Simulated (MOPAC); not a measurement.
MOPAC input (PM6):

```
PM6 FORCE THERMO(298,298) PRECISE LET CHARGE=-1 GEO-OK AUX(PRECISION=9) THREADS=1
H5FN3Si

N     0.06021630 1    1.61943114 1   -0.00009787 1
Si    0.01391383 1    0.12574358 1    0.01230931 1
N     1.10103572 1   -0.61932291 1   -1.10449510 1
N    -1.54100148 1   -0.66614284 1   -0.28538649 1
F     0.36748060 1   -0.46612197 1    1.48902682 1
H     0.09019382 1    2.58948699 1    0.04636887 1
H     1.29657806 1   -1.60167689 1   -1.02765664 1
H     1.83925550 1   -0.13219697 1   -1.56511229 1
H    -2.28524636 1   -0.37929334 1    0.33569408 1
H    -1.86655193 1   -0.56197862 1   -1.23673895 1
```

Output:

```
 *******************************************************************************
 **                                                                           **
 **                              MOPAC v23.2.5                                **
 **                                                                           **
 *******************************************************************************
 ** MOPAC's Digital Object Identifier: https://doi.org/10.5281/zenodo.6511958 **
 **                                                                           **
 ** Please cite the open-source release paper for use of this MOPAC version:  **
 ** J. E. Moussa and J. J. P. Stewart (2026)                                  **
 ** MOPAC: An open-source semiempirical molecular orbital program             **
 ** J. Open Source Softw., 11(119), 8025, https://doi.org/10.21105/joss.08025 **
 *******************************************************************************

                              PM6 CALCULATION RESULTS

 *******************************************************************************
 *  PM6        - The PM6 Hamiltonian to be used
 *  GEO-OK     - OVERRIDE INTERATOMIC DISTANCE AND OTHER SAFETY CHECKS
 *
 *
 *
 *                 CHARGE ON SYSTEM = -1
 *
 *
 *
 *  LET        - OVERRIDE SOME SAFETY CHECKS
 *  PRECISE    - TIGHTER CRITERIA TO BE USED
 *  FORCE      - FORCE CALCULATION SPECIFIED
 *  AUX        - OUTPUT AUXILIARY INFORMATION
 *  THERMO     - THERMODYNAMIC QUANTITIES TO BE CALCULATED
 *******************************************************************************
PM6 FORCE THERMO(298,298) PRECISE LET CHARGE=-1 GEO-OK AUX(PRECISION=9) THREADS=1
 H5FN3Si

   ATOM   CHEMICAL          X               Y               Z
  NUMBER   SYMBOL      (ANGSTROMS)     (ANGSTROMS)     (ANGSTROMS)

     1       N          0.06021630  *   1.61943114  *  -0.00009787  *
     2      Si          0.01391383  *   0.12574358  *   0.01230931  *
     3       N          1.10103572  *  -0.61932291  *  -1.10449510  *
     4       N         -1.54100148  *  -0.66614284  *  -0.28538649  *
     5       F          0.36748060  *  -0.46612197  *   1.48902682  *
     6       H          0.09019382  *   2.58948699  *   0.04636887  *
     7       H          1.29657806  *  -1.60167689  *  -1.02765664  *
     8       H          1.83925550  *  -0.13219697  *  -1.56511229  *
     9       H         -2.28524636  *  -0.37929334  *   0.33569408  *
    10       H         -1.86655193  *  -0.56197862  *  -1.23673895  *

          CARTESIAN COORDINATES

    NO.       ATOM           X           Y           Z

     1         N          0.0602      1.6194     -0.0001
     2        Si          0.0139      0.1257      0.0123
     3         N          1.1010     -0.6193     -1.1045
     4         N         -1.5410     -0.6661     -0.2854
     5         F          0.3675     -0.4661      1.4890
     6         H          0.0902      2.5895      0.0464
     7         H          1.2966     -1.6017     -1.0277
     8         H          1.8393     -0.1322     -1.5651
[...]

 VIBRATION         20   20A           ATOM PAIR      ENERGY CONTRIBUTION    RADIAL
 FREQUENCY          2810.27         N  4 -- H  9         +51.7% ( 73.4%)     97.8%
 TRANSITION DIPOLE   0.5202         N  4 -- H 10         +47.7% ( 70.5%)     97.5%
 TRAVEL (Ang.)       0.2165         Si 2 -- N  4          +0.7% (  8.3%)      0.1%
 REDUCED MASS        0.5121
 EFFECTIVE MASS      1.4793
 FORCE CONSTANT      2.3830

 VIBRATION         21   21A           ATOM PAIR      ENERGY CONTRIBUTION    RADIAL
 FREQUENCY          2835.26         N  3 -- H  7         +80.8% ( 91.4%)     99.5%
 TRANSITION DIPOLE   0.5959         N  3 -- H  8         +18.4% ( 43.6%)     93.1%
 TRAVEL (Ang.)       0.1849         Si 2 -- N  3          +0.7% (  8.3%)      2.5%
 REDUCED MASS        0.6959
 EFFECTIVE MASS      1.4608
 FORCE CONSTANT      3.2959

 VIBRATION         22   22A           ATOM PAIR      ENERGY CONTRIBUTION    RADIAL
 FREQUENCY          2856.09         N  4 -- H 10         +51.9% ( 70.8%)     98.1%
 TRANSITION DIPOLE   0.6105         N  4 -- H  9         +47.5% ( 67.8%)     97.8%
 TRAVEL (Ang.)       0.2207         Si 2 -- N  4          +0.3% (  5.5%)     53.6%
 REDUCED MASS        0.4848         N  3 -- H  8          +0.2% (  4.8%)     99.7%
 EFFECTIVE MASS      1.2180
 FORCE CONSTANT      2.3299

 VIBRATION         23   23A           ATOM PAIR      ENERGY CONTRIBUTION    RADIAL
 FREQUENCY          2877.48         N  3 -- H  8         +82.5% ( 89.9%)     99.6%
 TRANSITION DIPOLE   0.6554         N  3 -- H  7         +16.8% ( 40.6%)     87.6%
 TRAVEL (Ang.)       0.1868         Si 2 -- N  3          +0.4% (  6.6%)     69.5%
 REDUCED MASS        0.6715         N  4 -- H 10          +0.1% (  3.3%)     97.5%
 EFFECTIVE MASS      1.2579
 FORCE CONSTANT      3.2759

 VIBRATION         24   24A           ATOM PAIR      ENERGY CONTRIBUTION    RADIAL
 FREQUENCY          2919.40         N  1 -- H  6         +98.9% (100.0%)    100.0%
 TRANSITION DIPOLE   0.7280         N  1 -- Si 2          +1.1% ( 10.4%)     99.8%
 TRAVEL (Ang.)       0.1568
 REDUCED MASS        0.9390
 EFFECTIVE MASS      1.4745
 FORCE CONSTANT      4.7154

      SYMMETRY NUMBER FOR POINT-GROUP C1  =  1

          SYSTEM IS A GROUND STATE

 H5FN3Si

          MOLECULE IS NOT LINEAR

          THERE ARE 24 GENUINE VIBRATIONS IN THIS SYSTEM
          THIS THERMODYNAMICS CALCULATION IS LIMITED TO
          MOLECULES WHICH HAVE NO INTERNAL ROTATIONS

                    CALCULATED THERMODYNAMIC PROPERTIES
                                          *
   TEMP. (K)   PARTITION FUNCTION   H.O.F.    ENTHALPY  HEAT CAPACITY ENTROPY
                                   KCAL/MOL   CAL/MOLE    CAL/K/MOL  CAL/K/MOL

 298.00  VIB.     0.1615D+02                  2706.4598    19.7299    14.6099
         ROT.     0.1128D+06                   888.2803     2.9808    26.0979
         INT.     0.1821D+07                  3594.7401    22.7107    40.7078
         TRA.     0.8831D+27                  1480.4672     4.9680    39.5359
         TOT.                     -159.276    5075.2073    27.6787    80.2437

   *: NOTE: HEATS OF FORMATION ARE RELATIVE TO THE
            ELEMENTS IN THEIR STANDARD STATE AT 298K
              (=  Standard Enthalpy of Formation).

            Hvib:  Zero-point energy is not included.
                   frequencies of less than zero cm-1 are not included.
            Hrot = (3/2)RT
            Htra = (3/2)RT + pV = (5/2)RT

            Heat capacity is Cp, not Cv

          For more information, see: HTTP://OpenMOPAC.net/Manual/thermochemistry.html

           FORCE CONSTANT IN CARTESIAN COORDINATES (Millidynes/A)

    ATOM   CHEMICAL       X               Y               Z
   NUMBER   SYMBOL  FORCE CONSTANT  FORCE CONSTANT  FORCE CONSTANT

      1       N       10.811778        0.923739        0.843934
      2      Si       10.594808        7.223042        5.816146
      3       N        6.392102        7.529645        0.839808
      4       N        1.776192        6.093789        6.444838
      5       F        0.955678        1.215016        2.597183
      6       H        4.727819        0.236796        0.216450
      7       H        4.328438        0.824153        0.255015
      8       H        1.803102        3.459304        0.248655
      9       H        0.382841        4.285962        0.794414
     10       H        0.196236        1.474020        3.771698

 **********************
 *                    *
 * JOB ENDED NORMALLY *
 *                    *
 **********************

 == MOPAC DONE ==
```

The dipole moment of an ion depends on the origin.
